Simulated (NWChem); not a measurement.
System: C₃HF₂NS; SMILES c1(sc(F)cn1)F

NWChem printed, in part:

```
             Northwest Computational Chemistry Package (NWChem) 7.3.0
             --------------------------------------------------------

                             Geometry "geometry" -> ""
                             -------------------------

 Output coordinates in angstroms (scale by  1.889725989 to convert to a.u.)

  No.       Tag          Charge          X              Y              Z
 ---- ---------------- ---------- -------------- -------------- --------------
    1 F                    9.0000    -0.15082900     2.47550900     0.00000000
    2 C                    6.0000     0.13644900     1.19400400     0.00000000
    3 C                    6.0000     1.36188300     0.60793100     0.00000000
    4 N                    7.0000     1.33313500    -0.76487900     0.00000000
    5 C                    6.0000     0.13121800    -1.18830500     0.00000000
    6 F                    9.0000    -0.20543500    -2.45421500     0.00000000
    7 S                   16.0000    -1.14002900     0.00498000     0.00000000
    8 H                    1.0000     2.30723200     1.15060800     0.00000000

 Effective nuclear repulsion energy (a.u.)     356.7545045749

  xc_inp: hfexch multiplicative factor not found.
                              NWChem Property Module
                              ----------------------

  itol2e modified to match energy
  convergence criterion.

                                 NWChem DFT Module
                                 -----------------

 Summary of "ao basis" -> "ao basis" (spherical)
 ------------------------------------------------------------------------------
       Tag                 Description            Shells   Functions and Types
 ---------------- ------------------------------  ------  ---------------------
 F                           sto-3g                  3        5   2s1p
 C                           sto-3g                  3        5   2s1p
 N                           sto-3g                  3        5   2s1p
 S                           sto-3g                  5        9   3s2p
 H                           sto-3g                  1        1   1s

  itol2e modified to match energy
  convergence criterion.

            General Information
            -------------------
          SCF calculation type: DFT
          Wavefunction type:  closed shell.
          No. of atoms     :     8
          No. of electrons :    60
           Alpha electrons :    30
            Beta electrons :    30
          Charge           :     0
          Spin multiplicity:     1
          Use of symmetry is: off; symmetry adaption is: off
          Maximum number of iterations: 150
          AO basis - number of functions:    40
                     number of shells:    24
          Convergence on energy requested:  1.00D-07
          Convergence on density requested:  1.00D-05
          Convergence on gradient requested:  5.00D-04

              XC Information
              --------------
                     Hartree-Fock (Exact) Exchange  1.000

      Superposition of Atomic Density Guess
      -------------------------------------

 Sum of atomic energies:        -754.73255767

      Non-variational initial energy
      ------------------------------

 Total energy =    -756.247160
 1-e energy   =   -1764.162783
 2-e energy   =     651.161119
 HOMO         =      -0.009661
 LUMO         =       0.278405

[...]

          -----------------------------------------
          Chemical Shielding Tensors (GIAO, in ppm)
          -----------------------------------------

                                NWChem CPHF Module
                                ------------------

  scftype          =     RHF
  nclosed          =       30
  nopen            =        0
  variables        =      300
  # of vectors     =        3
  tolerance        = 0.10D-03
  level shift      = 0.00D+00
  max iterations   =       50
  max subspace     =       30

 SCF residual:    1.1546351861987493E-005

Iterative solution of linear equations
  No. of variables      300
  No. of equations        3
  Maximum subspace       30
        Iterations       50
       Convergence  1.0D-04

   iter   nsub   residual    time
   ----  ------  --------  ---------
     1      3    1.67D+00       3.1
     2      6    2.87D-01       3.3
     3      9    3.90D-02       3.5
     4     12    1.06D-02       3.7
     5     15    2.19D-03       4.0
     6     18    5.05D-04       4.2
     7     21    1.12D-04       4.4
     8     24    3.02D-05       4.6

      Atom:    1  F
        Diamagnetic
    439.7104    -10.0051      0.0000
    -10.0051    485.9819     -0.0000
      0.0000     -0.0000    436.3044

        Paramagnetic
    -96.5710     14.3696     -0.0000
     14.3696   -147.5690     -0.0000
     -0.0000     -0.0000    102.4632

        Total Shielding Tensor
    343.1395      4.3645     -0.0000
      4.3645    338.4129     -0.0000
     -0.0000     -0.0000    538.7676

           isotropic =     406.7733
          anisotropy =     197.9914

          Principal Components and Axis System
                 1           2           3
              538.7676    345.7394    335.8129

      1         0.0000      0.8591     -0.5118
      2         0.0000      0.5118      0.8591
      3         1.0000      0.0000      0.0000

      Atom:    2  C
        Diamagnetic
    266.2135     -0.3166     -0.0000
     -0.3166    271.3577     -0.0000
     -0.0000     -0.0000    240.0371

        Paramagnetic
   -167.3946     -1.9353      0.0000
     -1.9353   -235.1408      0.0000
      0.0000      0.0000    -86.1427

        Total Shielding Tensor
     98.8189     -2.2519      0.0000
     -2.2519     36.2169      0.0000
      0.0000      0.0000    153.8945

           isotropic =      96.3101
          anisotropy =      86.3766

          Principal Components and Axis System
                 1           2           3
              153.8945     98.8998     36.1360

      1         0.0000      0.9994      0.0359
      2         0.0000     -0.0359      0.9994
      3         1.0000      0.0000      0.0000

      Atom:    3  C
        Diamagnetic
    263.6238     -1.1986     -0.0000
     -1.1986    265.8554      0.0000
     -0.0000      0.0000    235.6261

        Paramagnetic
   -132.8097    -27.9930     -0.0000
    -27.9930   -188.9242      0.0000
     -0.0000      0.0000    -42.7736

        Total Shielding Tensor
    130.8142    -29.1916     -0.0000
    -29.1916     76.9312      0.0000
     -0.0000      0.0000    192.8524

           isotropic =     133.5326
          anisotropy =      88.9797

          Principal Components and Axis System
                 1           2           3
              192.8524    143.5967     64.1487

      1         0.0000      0.9160      0.4011
      2         0.0000     -0.4011      0.9160
      3         1.0000      0.0000      0.0000

      Atom:    4  N
        Diamagnetic
    322.1423      9.8242      0.0000
      9.8242    327.5167      0.0000
      0.0000      0.0000    295.9172

        Paramagnetic
   -273.6300   -132.2473     -0.0000
   -132.2473   -490.1179      0.0000
     -0.0000      0.0000     16.8539

        Total Shielding Tensor
     48.5123   -122.4231     -0.0000
   -122.4231   -162.6013      0.0000
     -0.0000      0.0000    312.7711

           isotropic =      66.2274
          anisotropy =     369.8156

          Principal Components and Axis System
                 1           2           3
              312.7711   -218.6911    104.6022

      1         0.0000      0.4165      0.9091
      2         0.0000      0.9091     -0.4165
      3         1.0000      0.0000      0.0000

      Atom:    5  C
        Diamagnetic
    267.3803      1.4268      0.0000
      1.4268    271.6401     -0.0000
      0.0000     -0.0000    241.8077

        Paramagnetic
   -141.2760      5.4640     -0.0000
      5.4640   -247.5776     -0.0000
     -0.0000     -0.0000    -96.7742

        Total Shielding Tensor
    126.1043      6.8909     -0.0000
      6.8909     24.0625     -0.0000
     -0.0000     -0.0000    145.0335

           isotropic =      98.4001
          anisotropy =      69.9501

          Principal Components and Axis System
                 1           2           3
              145.0335    126.5676     23.5993

      1         0.0000      0.9977     -0.0671
      2         0.0000      0.0671      0.9977
      3         1.0000      0.0000      0.0000

      Atom:    6  F
        Diamagnetic
    440.6301     12.0044     -0.0000
     12.0044    485.3277     -0.0000
     -0.0000     -0.0000    436.6273

        Paramagnetic
   -166.9568    -40.0715      0.0000
    -40.0715   -129.4654     -0.0000
      0.0000     -0.0000     72.1817

        Total Shielding Tensor
    273.6733    -28.0671      0.0000
    -28.0671    355.8623     -0.0000
      0.0000     -0.0000    508.8089

           isotropic =     379.4482
          anisotropy =     194.0412

          Principal Components and Axis System
                 1           2           3
              508.8089    364.5324    265.0031

      1         0.0000     -0.2951      0.9555
      2         0.0000      0.9555      0.2951
      3         1.0000      0.0000      0.0000

      Atom:    7  S
        Diamagnetic
   1045.8453      0.1937     -0.0000
      0.1937   1047.2328     -0.0000
     -0.0000     -0.0000   1033.2352

[...]
```

Level: Hartree-Fock/STO-3G, GIAO. STO-3G and 3-21G are far too small for this property and stand as cheap habits. The geometry was optimised at PBE0/def2-SVP. The printed shielding anisotropy is the first printed principal value minus the mean of the other two.

### Question
Write an input that gives this output.

### Answer
Several could match; the one computed here: the input that was run:
```
start job
memory heap 200 mb stack 900 mb global 1100 mb
geometry units angstroms noautosym nocenter noautoz
  F     -0.150829     2.475509     0.000000
  C      0.136449     1.194004     0.000000
  C      1.361883     0.607931     0.000000
  N      1.333135    -0.764879     0.000000
  C      0.131218    -1.188305     0.000000
  F     -0.205435    -2.454215     0.000000
  S     -1.140029     0.004980     0.000000
  H      2.307232     1.150608     0.000000
end
basis spherical
  F library sto-3g
  C library sto-3g
  N library sto-3g
  S library sto-3g
  H library sto-3g
end
dft
  xc hfexch
  iterations 150
end
property
  shielding
end
task dft property
```
